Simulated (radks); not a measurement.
The iridium anion Ir- inside a hard spherical wall (all orbitals vanish at R), configuration held at [Xe] 4f14 5d8 6s2 and not refilled when levels cross. Calculated with a radial shooting solver on a logarithmic mesh with Libxc functionals: scalar-relativistic Kohn-Sham, r2SCAN, spin-polarised, spherical densities, finite nucleus; open shells are filled with parallel spins first (spin-orbit coupling, left out, can overturn this in heavy ions); meta-GGA in the generalised Kohn-Sham scheme; Fermi nuclear charge, rms radius 5.4032 fm. Eigenvalues in eV for spin up, with the zero of energy where the potential of the charges vanishes at infinity; a dash marks a level that is unbound or too diffuse for the functional's potential to be trusted. A positive occupied level is held by the wall or, in an anion where self-interaction has pushed it up, behind a barrier. The pressure on the wall is -dE/dV.

R (bohr)  E (hartree)  kinetic (hartree)    e(4f)    e(5p)   e(6s)   e(5d)  e(7s, empty)  e(6p, empty)  pressure (GPa)
20        -17826.2148          19811.132  -53.961  -47.946  -0.181   0.206         2.537         2.659        < 0.0001
15        -17826.2147          19811.132  -53.932  -47.916  -0.159   0.233         3.505         3.383        0.000605
8         -17826.2028          19811.205  -53.250  -47.223   0.406   0.887         9.678         5.299           0.372
7         -17826.1861          19811.295  -52.681  -46.654   0.891   1.408        12.950         6.255            1.26
3         -17823.2811          19822.518  -28.334  -25.380  31.619  22.409        126.20        49.705            1210
2         -17806.9573          19880.358   23.091   17.963  142.46  76.045        400.96        183.39           25200
